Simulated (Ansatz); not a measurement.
`[NH2][GaH][AlH2]` + HBr → `[NH2][GaH][Br]` + `[AlH3]` at 700 K and 1 bar (cleavage of the Ga–Al bond).

Program: Ansatz. Geometries: PBE0-D4/def2-TZVP. ΔE: electronic, gas phase. CBS: MP2 limit from def2 TZ/QZ plus the TZ coupled-cluster correction, frozen cores. This one scheme is used for every species. For Br, Ga outer-core shells are correlated without core-valence functions, which leaves a few kJ/mol of doubt a bond. Scalar relativity is left out up to krypton. Each species was taken in one conformer, which may not be the lowest.

| species | CCSD(T)/CBS energy (Eh) | H − E (kJ/mol) | S (J/(mol·K)) |
| --- | --- | --- | --- |
| `[NH2][GaH][AlH2]` | -2223.66218 | 188.7 | 442.8 |
| HBr | -2573.91920 | 36.5 | 223.7 |
| `[NH2][GaH][Br]` | -4553.84396 | 140.5 | 397.2 |
| `[AlH3]` | -243.78045 | 80.2 | 251.4 |

H − E and S are ideal-gas, rigid-rotor, harmonic terms from PBE0-D4/def2-TZVP, for one conformer and one mirror image of each species. 1 Eh = 2625.50 kJ/mol, R = 8.31446 J/(mol·K).

Q: By hand: ΔE, ΔH, ΔS and ΔG.

A: ΔE = (-4553.84396) + (-243.78045) − (-2223.66218) − (-2573.91920) = -0.04303 Eh = -113.0 kJ/mol. Δ(H − E) = 140.5 + 80.2 − 188.7 − 36.5 = -4.5, so ΔH = -117.5 kJ/mol. ΔS = 397.2 + 251.4 − 442.8 − 223.7 = -17.9 J/(mol·K). ΔG = -117.5 − 700 × (-17.9)/1000 = -105.0 kJ/mol.

Q: By hand: the equilibrium constant, and the temperature at which ΔG would vanish if ΔH and ΔS stayed fixed.

A: log₁₀ K = −ΔG/(RT ln 10) = 7.8. ΔG = 0 at ΔH/ΔS = 6564 K, far beyond where these terms or the molecules hold.

ΔH outweighs TΔS. A doubt of 5 kJ/mol in ΔE shifts log₁₀ K by 0.4 here. Other conformers and mirror images would add mixing entropy, several J/(mol·K) or more a flexible species. Modes under 60 cm⁻¹, often nearly free rotors, make the harmonic entropy too high. These are equilibria of isolated gas molecules and say nothing of rates. Largest T1 diagnostic: 0.015 (customary marks: 0.02 for closed shells, 0.045 for open ones).
